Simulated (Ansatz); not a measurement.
Consider the substitution at a C–C bond: `C=CC1(C=C)CC1` + `BN` → `BNC=C` + `C=CC1CC1`.

Gas-phase electronic energies from Ansatz, PBE0-D4/def2-TZVP geometries. CCSD(T)/CBS adds triple-zeta CCSD(T) − MP2 to the extrapolated MP2 energy (def2 sets, frozen cores). This one scheme is used for every species. DFT in def2-TZVPP. One conformer a species, not always the lowest.

| level | ΔE (eV) |
| --- | --- |
| BLYP-D4 | 0.01 |
| ωB97M-V | 0.08 |
| HF/def2-SVP | -0.10 |
| CCSD/def2-TZVPP | 0.10 |

(1) What does CCSD(T)/CBS give? (Estimate.)

Largest T1 diagnostic among the species: 0.013.

## Answers

(1) The calculation gave: +0.12 eV. The listed levels differ from it by -0.11, -0.04, -0.22, -0.02 eV.

The D4 term adds +0.10 eV with B3LYP and +0.06 eV with PBE0; it sums over pairs of atoms, weighted by their polarisabilities, and B3LYP, whose exchange is more repulsive, gets the larger term. At CCSD(T), def2-SVP lies −0.03 eV from the extrapolated value and def2-TZVPP −0.00 eV.

B3LYP here is the variant with VWN-RPA as its local correlation; programs differ in this.
